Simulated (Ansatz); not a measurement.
Mo₇⁺: single points at one geometry.

```yaml
crystal:
  periodic: [false, false, false]
  atoms:
    - {symbol: Mo, position_ang: [0.802170, 0.993452, -1.497389]}
    - {symbol: Mo, position_ang: [-0.155646, -0.761303, 1.489716]}
    - {symbol: Mo, position_ang: [1.711080, 1.252737, 0.575480]}
    - {symbol: Mo, position_ang: [-0.503376, 1.682250, 0.889893]}
    - {symbol: Mo, position_ang: [0.915832, -1.328047, -0.470972]}
    - {symbol: Mo, position_ang: [-1.346950, -2.088647, -0.135604]}
    - {symbol: Mo, position_ang: [-1.423099, 0.249558, -0.851124]}
basis:
  gaussian: {orbitals: def2-TZVP, initial_orbitals: start.molden}
total_charge: 1
magnetization: {spin_polarized: true, initial_magnetization: 1}
hamiltonian: {xc: pbe, dispersion: d4}
scf: {omitted_lower_state_checks: [starts]}
output: {forces: true, orbitals: {seedname: orbitals}}
```

The file start.molden holds the orbitals of an earlier run on this structure, at another level or in another basis.

```sh
$ ansatz run in.yaml --threads 4 --pin off --events-out ev --progress --plain --max-ram 4787MiB
```

Shortened log:

```
Functional definition: PBE
  name "PBE"
  cite "Perdew, Burke & Ernzerhof, Phys. Rev. Lett. 77, 3865 (1996) doi:10.1103/PhysRevLett.77.3865"
  parent pbe
  parameter kappa = 0.804
  parameter beta = 0.06672455060314922
  exchange = pbe_x(kappa = kappa, mu = beta*pi^2/3)
  correlation = pbe_c(beta = beta)
these checks for a lower state are left out or cut short: starts
2156 factors; their error is unknown
mean field evaluation 1: about -12994.2856 eV, gradient 6.2e0 eV
mean field evaluation 2: about -12994.6326 eV, gradient 6.8e-1 eV
mean field evaluation 4: about -12994.6370 eV, gradient 2.3e-1 eV
mean field evaluation 8: about -12994.6379 eV, gradient 7.5e-5 eV
mean field evaluation 16: about -12994.6379 eV, gradient 4.1e-6 eV
mean field -12994.63786081 eV, -477.5441333029 hartree, gradient 4.1e-6 eV, S^2 0.782796; 0 other end points of the search recorded, 0 dependent functions left out
the calculation of the forces begins
reference -12994.63791552 eV, -477.5441353135 hartree; 49, 48 occupied and 231, 232 virtual orbitals, 2156 factors
Total energy: -12995.36710524 eV, -477.5709325412 hartree
Atom 0 at     0.802170     0.993452    -1.497389 Å, force    -0.048605    -0.074501     0.149896 eV/Å
Atom 1 at    -0.155646    -0.761303     1.489716 Å, force    -0.006871     0.033307    -0.159559 eV/Å
Atom 2 at     1.711080     1.252737     0.575480 Å, force    -0.128160    -0.041370    -0.060411 eV/Å
Atom 3 at    -0.503376     1.682250     0.889893 Å, force     0.070979    -0.140648    -0.078142 eV/Å
Atom 4 at     0.915832    -1.328047    -0.470972 Å, force    -0.117048     0.099786     0.051861 eV/Å
Atom 5 at    -1.346950    -2.088647    -0.135604 Å, force     0.113749     0.154873     0.020294 eV/Å
Atom 6 at    -1.423099     0.249558    -0.851124 Å, force     0.115956    -0.031447     0.076060 eV/Å
Dipole moment:    -0.064279     0.048960    -0.048399 e Å
Checks for a lower state left out: starts
```

It took 27 s on 4 threads of Arm Neoverse V2 on a shared host, peak host memory 0.8 GiB.

As the first input, with `gaussian: {orbitals: def2-SVP, initial_orbitals: start.molden}`, `hamiltonian: {xc: pbe0, dispersion: d4}`, `output: {orbitals: {seedname: orbitals}}` (abridged; 46 s):

```
Functional definition: PBE0
mean field evaluation 16: about -12977.8707 eV, gradient 8.4e-6 eV
mean field -12977.87066585 eV, -476.9279502533 hartree, gradient 8.4e-6 eV, S^2 1.010255
Total energy: -12978.49743649 eV, -476.9509836494 hartree
Checks for a lower state left out: starts
```

As the first input, with `hamiltonian: {xc: pbe0, dispersion: d4}`, `output: {orbitals: {seedname: orbitals}}` (abridged; 81 s):

```
Functional definition: PBE0
the host lacks memory for fits, so the integrals are decomposed
mean field evaluation 16: about -12982.3342 eV, gradient 2.0e-5 eV
mean field -12982.33421226 eV, -477.0919825583 hartree, gradient 8.2e-6 eV, S^2 1.040131
Total energy: -12982.96098933 eV, -477.1150161910 hartree
Checks for a lower state left out: starts
```

As the first input, with `hamiltonian: {xc: hf}`, `output: {orbitals: {seedname: orbitals}}` (abridged; 3 min):

```
Functional definition: HF
mean field evaluation 16: about -12850.3932 eV, gradient 9.6e-2 eV
mean field -12852.11885041 eV, -472.3066562736 hartree, gradient 1.7e-5 eV, S^2 13.146909
Total energy: -12852.11885041 eV, -472.3066562736 hartree
Checks for a lower state left out: starts
```

First input, but with `hamiltonian: {xc: r2scan, dispersion: d4}`, `output: {orbitals: {seedname: orbitals}}` (abridged; 2.9 min):

```
Functional definition: r2SCAN
mean field evaluation 16: about -12993.4519 eV, gradient 2.7e-5 eV
mean field -12993.45193618 eV, -477.5005513767 hartree, gradient 3.2e-6 eV, S^2 0.868457
Total energy: -12993.57457006 eV, -477.5050580887 hartree
Checks for a lower state left out: starts
```

First input, but with `hamiltonian: {xc: {name: LC-wPBE}}`, `output: {orbitals: {seedname: orbitals}}` (abridged; 2 min):

```
Functional definition: LC-wPBE
mean field evaluation 16: about -12979.2154 eV, gradient 2.0e-5 eV
mean field -12979.21540820 eV, -476.9773686231 hartree, gradient 6.3e-6 eV, S^2 3.948350
Total energy: -12979.21540820 eV, -476.9773686233 hartree
Checks for a lower state left out: starts
```

As the first input, with `correlation: {method: mp2}`, `output: {orbitals: {seedname: orbitals}}` and without the key `hamiltonian` (abridged; 52 s):

```
Functional definition: HF
mean field evaluation 16: about -12851.8293 eV, gradient 1.4e0 eV
mean field -12852.11974938 eV, -472.3066893099 hartree, gradient 5.3e-6 eV, S^2 13.146890
second order -74.60750389 eV of doubles, -0.00000000 eV of singles
Total energy: -12926.72725326 eV, -475.0484645070 hartree
Checks for a lower state left out: starts
```

Geometry: PBE-D4/def2-SVP.

In the def2 sets Mo takes a core potential; there is no spin–orbit coupling. LC-ωPBE has ω = 0.4 bohr⁻¹. Correlated methods freeze no core orbitals; core or outer-core shells of Mo are correlated, in sets that lack core-valence functions. At PBE0-D4/def2-SVP, PBE0-D4/def2-TZVP, HF/def2-TZVP, r2SCAN-D4/def2-TZVP and others the charge 1 doublet is spin-contaminated (final ⟨S²⟩ up to 13.15, 0.75 for a pure state). No other spin state of charge 1 was run. Another isomer (doublet) lies 0.28 eV lower at PBE0-D4/def2-TZVP; other spin states weren't run for this one.
